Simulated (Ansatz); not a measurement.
System: C$_{4}$H$_{9}$N, charge 0, multiplicity 1. SMILES: NC1CCC1
Geometry from a B3LYP-D3(BJ)/def2-TZVP (Ansatz, a first-principles code) optimisation:
```xyz
14

C     -1.5398     0.2655     0.2709
C     -0.6234    -0.9815     0.2024
C      0.5971    -0.0373     0.2786
C     -0.3237     1.1240    -0.1576
N      1.7132    -0.3468    -0.6022
H     -1.8557     0.4849     1.2912
H     -2.4165     0.2798    -0.3747
H     -0.6644    -1.4556    -0.7791
H     -0.7297    -1.7420     0.9762
H      0.8911     0.1004     1.3288
H     -0.1838     2.0937     0.3203
H     -0.2801     1.2446    -1.2408
H      2.1797    -1.1960    -0.3002
H      2.4060     0.3942    -0.5721
```

Wanted: atomisation energy, in kcal/mol. Terms: 6-311+G** with 5d; open shells spin-unrestricted; dispersion terms only where a functional's name holds one; LANL2DZ all-electron up to Ne; 6-31G* and kin with 6d, 5d where marked; no spin-orbit coupling; non-relativistic; frozen cores in correlated levels; atomisation electronic, to ground-state atoms. CBS marks a two-point X^-3 extrapolation of the correlation energy; Hartree-Fock from the larger set. Ab initio and DFT rows: single points at B3LYP-D3(BJ) geometries (Ansatz).

Coupled cluster (Ansatz) is a level with limits of its own, used here on species with T1 under 0.025 (0.045 for open shells) and stable references: CCSD(T)/CBS(aug-cc-pVTZ,aug-cc-pVQZ).

Value to compare with, CCSD(T)/CBS(aug-cc-pVTZ,aug-cc-pVQZ) (Ansatz): 1315.9 kcal/mol.

```tsv
level	program	atomisation energy (kcal/mol)	difference
PBE/STO-3G	Ansatz	1581.5	265.6
PBE/3-21G	Ansatz	1330.3	14.4
PBE/LANL2DZ	Ansatz	1313.7	-2.2
PBE/6-31G*	Ansatz	1345.4	29.5
PBE/def2-SVP	Ansatz	1354.1	38.2
PBE/6-311+G**	Ansatz	1338.7	22.8
PBE/def2-TZVPD	Ansatz	1343.5	27.6
```

Among the 6 habitual levels, PBE/STO-3G lies farthest from CCSD(T)/CBS(aug-cc-pVTZ,aug-cc-pVQZ) (Ansatz) (265.6 kcal/mol) and PBE/LANL2DZ nearest (-2.2); 5 of 6 lie above it, and their mean absolute difference is 62.1 kcal/mol, the median 26.1. One case shows no general order.

The sets are all those run for this method; runs whose electronic state is in doubt are left out.
